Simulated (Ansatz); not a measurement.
C2H4ClGaO, SMILES `O/C(Cl)=[CH]/[GaH2]`, relaxed with RKS PBE0-D4/def2-TZVP in Ansatz 0.2.0 from a GFN2-xTB geometry. The force threshold is 0.005 eV/Å; the program also tests the step.

Total charge 0; spin multiplicity 1.

Start:

```xyz
9

O    -1.837    0.241   -1.287
C    -0.754    0.111   -0.520
Cl    0.593   -0.822   -1.265
C    -0.514    0.515    0.718
Ga    1.329   -0.243    0.980
H    -1.656    0.099   -2.225
H    -1.293    1.085    1.207
H     2.588    0.636    0.726
H     1.544   -1.622    1.666
```

(1) How much energy does the relaxation release, and in how many steps? (An estimate is asked.)

(2) Which bonds change most? (Estimate.)

(3) Give the relaxed structure. (Best estimate.)

## Answers

(1) Ansatz gave: 34.41 kJ/mol, in 33 steps, 7 of them rejected.

(2) Ansatz gave: C4–Ga5 from 2.010 to 1.931 Å; C2–Cl3 from 1.800 to 1.741 Å; Ga5–H8 from 1.556 to 1.568 Å; Ga5–H9 from 1.555 to 1.565 Å.

(3) The calculation gave: 
```xyz
9

O    -1.833    0.480   -1.285
C    -0.746   -0.039   -0.700
Cl   -0.264   -1.551   -1.414
C    -0.104    0.539    0.315
Ga    1.466   -0.113    1.232
H    -2.133   -0.099   -1.993
H    -0.556    1.479    0.622
H     2.029    0.765    2.403
H     2.142   -1.462    0.819
```
